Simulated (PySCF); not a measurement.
**Bonding in `CN1CCC[C@H]([SiH3])N1C`**

Species: C₆H₁₆N₂Si.
Numbering: `[CH3:1][N:2]1[CH2:3][CH2:4][CH2:5][C@H:6]([SiH3:7])[N:8]1[CH3:9]` (hydrogens: H10, H11, H12 on C1; H13, H14 on C3; H15, H16 on C4; H17, H18 on C5; H19 on C6; H20, H21, H22 on Si7; H23, H24, H25 on C9)

Geometry (GFN2-xTB, Å), atoms numbered from 1 in this order:
```xyz
25
C6H16N2Si angstrom
C     -1.981   -0.358    1.444
N     -1.421   -0.488    0.117
C     -1.615    0.675   -0.737
C     -0.643    1.824   -0.448
C      0.785    1.282   -0.500
C      0.900    0.079    0.448
Si     2.680   -0.600    0.556
N     -0.085   -0.959    0.159
C      0.191   -1.784   -0.996
H     -1.623    0.515    2.007
H     -3.064   -0.288    1.353
H     -1.728   -1.258    2.001
H     -1.478    0.343   -1.772
H     -2.650    1.003   -0.625
H     -0.787    2.622   -1.179
H     -0.841    2.238    0.545
H      1.499    2.055   -0.209
H      1.023    0.977   -1.522
H      0.643    0.443    1.454
H      2.689   -1.833    1.341
H      3.231   -0.830   -0.782
H      3.495    0.426    1.214
H     -0.683   -2.409   -1.168
H      0.406   -1.223   -1.915
H      1.044   -2.426   -0.775
```

Bond orders from the PBE0/pcSseg-1 density (PySCF). The structure is a single GFN2-xTB conformer in the gas phase; no vibrational or solvent corrections.

(1) Where do the orders between heavy atoms depart from those drawn in the SMILES?

(2) Give the Mayer order of every bond between heavy atoms, beside its length.

Results:

(1) The largest departure is 0.114, at C6–Si7 (drawn single, 0.886).

(2) 
| bond | drawn as | length (Å) | Mayer order |
| --- | --- | --- | --- |
| C1–N2 | single | 1.446 | 0.966 |
| N2–C3 | single | 1.456 | 0.954 |
| C3–C4 | single | 1.533 | 1.019 |
| C4–C5 | single | 1.528 | 1.030 |
| C5–C6 | single | 1.536 | 0.985 |
| C6–Si7 | single | 1.909 | 0.886 |
| C6–N8 | single | 1.460 | 0.941 |
| N8–C9 | single | 1.446 | 0.959 |
| N8–N2 | single | 1.416 | 0.988 |

By pair of heavy elements: C–N: lowest C6–N8 (0.941, 1.460 Å), highest C1–N2 (0.966, 1.446 Å). C–C: lowest C5–C6 (0.985, 1.536 Å), highest C4–C5 (1.030, 1.528 Å).

Question: And the bonds to hydrogen?

Answer: C–H: 0.93 to 0.97 (13 bonds); H–Si: 0.94 to 0.95 (3 bonds).

Question: Sum the orders of all bonds at each heavy atom with more than one neighbour and set the sums beside the valence in the SMILES.

Answer: C1 3.843 (drawn 4), N2 2.908 (drawn 3), C3 3.873 (drawn 4), C4 3.946 (drawn 4), C5 3.902 (drawn 4), C6 3.739 (drawn 4), Si7 3.729 (drawn 4), N8 2.888 (drawn 3), C9 3.819 (drawn 4). Orders between atoms that aren't bonded are not in these sums.

For a closed shell the Mayer order of atoms A and B is Σ (PS)μν (PS)νμ over the basis functions μ on A and ν on B, with P the density and S the overlap matrix.

These values come from a run that also computed NMR shieldings. On AMD EPYC 9B45, one thread, no GPU, shared host, this took 32 s and 1.1 GiB of memory at its peak.
